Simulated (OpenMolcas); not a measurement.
Tc5+ with 6 ligands (fluoride) in octahedral coordination (Oh). A charge of +0.167 e stands 2.4 Å behind each ligand. Ligand basis ANO-RCC-VDZP.

| Item | Value |
| --- | --- |
| Program | OpenMolcas 26.06 |
| Method | SS-CASPT2, IPEA 0.25 Eh, imaginary shift 0.1 Eh (closed shells correlated: 4s 4p and the ligand valence shells) |
| Basis | ANO-RCC-VDZP [6s5p3d1f] |
| Scalar Hamiltonian | DKH2, point nucleus |
| Active space | 2 electrons in 5 orbitals (4d) |
| State averaging | 2S+1 = 3 even, 10 roots; 2S+1 = 1 even, 15 roots |
| Spin-orbit coupling | state interaction with AMFI integrals over the reference wave functions |

All ligands move together. At R = 1.91 Å the first state of the same spin is 33920 cm-1, and at R = 1.98 Å it is 30520 cm-1.

**Question.** A third run gives 41560 cm-1. What distance was it run at?

**Answer.** With a power law R^-n the two known points give n = -ln(30520 / 33920) / ln(1.98 / 1.91) = 2.93. Then R = 1.91 × (33920 / 41560)^(1/2.93) = 1.782 Å. The run was at 1.8 Å, so the estimate is off by -0.018 Å.

Roots that are degenerate in the reference are averaged as groups; the widest CASPT2 spread within a group is 370 cm-1 (the 3-fold group of multiplicity 1 near 40300 cm-1 above the lowest state of its run, R = 1.91). Shifts and gaps below about the spread of the groups concerned are not significant. Over all roots computed the reference weight is 0.68 to 0.69 in R = 1.8, 0.66 to 0.68 in R = 1.91, 0.65 to 0.67 in R = 1.98; a low but even weight reflects the number of correlated electrons. An orbital triplet at a regular site is open to Jahn-Teller coupling, which can distort the site and quench the lowest spin-orbit gaps and is left out. Ligand-to-metal charge-transfer states are missing. With no ligand orbital active B as a rule stays too high, so bands that hang on it stand too high and its fall with covalency is understated. With one d shell and no ligand orbital active, 10Dq can be off by a tenth or more. The least metal-like active orbital is 69 % on the metal (Löwdin) and no ligand orbital is active, so the numbers are rough (holds for R = 1.8). The least metal-like active orbital is 70 % on the metal (Löwdin) and no ligand orbital is active, so the numbers are rough (holds for R = 1.91; R = 1.98). No measured value stands beside these numbers; the geometry was imposed, not optimised, and the real ion may take another.
